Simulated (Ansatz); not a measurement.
System: BOCl (charge +1, doublet). SMILES of the parent species: O=BCl

Atoms: B1, O2, Cl3. Bonds: B1-O2, B1-Cl3.

Bond lengths (Å) and angles (degrees) optimised at HF/3-21G with Ansatz (an electronic-structure program); HF/6-31G* with Ansatz; PBE/6-31G* with Ansatz; B3LYP/LANL2DZ with Ansatz, each started from the B3LYP-D3(BJ)/def2-TZVP structure (Ansatz) of the last column. A row stands for all coordinates that are equal there. 6-31G* holds six Cartesian d functions. No wavenumbers were computed at PBE/6-31G*, B3LYP/LANL2DZ, so these may be saddle points.

```
coordinate  HF/3-21G  HF/6-31G*  PBE/6-31G*  B3LYP/LANL2DZ  B3LYP-D3(BJ)/def2-TZVP
----------  --------  ---------  ----------  -------------  ----------------------
B1-O2          1.338      1.301       1.282          1.309                   1.284
B1-Cl3         1.632      1.606       1.651          1.657                   1.621
O2-B1-Cl3      180.0      180.0       180.0          180.0                   180.0
```

Mean signed difference of all 2 bond lengths from B3LYP-D3(BJ)/def2-TZVP: HF/3-21G 0.033 Å, HF/6-31G* 0.001 Å, PBE/6-31G* 0.014 Å, B3LYP/LANL2DZ 0.031 Å.
